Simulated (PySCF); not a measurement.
r2SCAN on Ge⁻ (germanium, charge -1), [Ar] 3d10 4s2 4p3, high-spin 4S determinant. All numbers are calculated (PySCF 2.14, a scalar-relativistic core potential, in aug-cc-pVQZ-PP with ECP10MDF).

```
cycle= 1 E= -294.467779619737  delta_E= -0.00842  |g|= 0.118  |ddm|= 1.38
cycle= 2 E= -294.467504448989  delta_E= 0.000275  |g|= 0.125  |ddm|= 0.688
cycle= 3 E= -294.469885296962  delta_E= -0.00238  |g|= 0.00832  |ddm|= 0.38
cycle= 4 E= -294.469939022489  delta_E= -5.37e-05  |g|= 0.000509  |ddm|= 0.0367
cycle= 5 E= -294.469939336857  delta_E= -3.14e-07  |g|= 7.44e-05  |ddm|= 0.00528
cycle= 6 E= -294.469939344064  delta_E= -7.21e-09  |g|= 8.62e-06  |ddm|= 0.000682
cycle= 7 E= -294.469939344244  delta_E= -1.81e-10  |g|= 7.92e-07  |ddm|= 9.12e-05
converged SCF energy = -294.469939344244  <S^2> = 3.7515233  2S+1 = 4.0007616
```

Highest occupied orbital energy: 0.958 eV; ⟨L²⟩ = 0.00; populations by l: s 4.00, p 9.00, d 10.00, f 0.00.

Question: Can this result be used?

Answer: With care. The run converged. Energies and moments cover only the electrons outside the core potential. At r2SCAN the highest occupied level has a positive energy, so only the finite basis holds that electron; in a semilocal or global hybrid functional this comes from self-interaction and does not mean that the real anion is unbound.
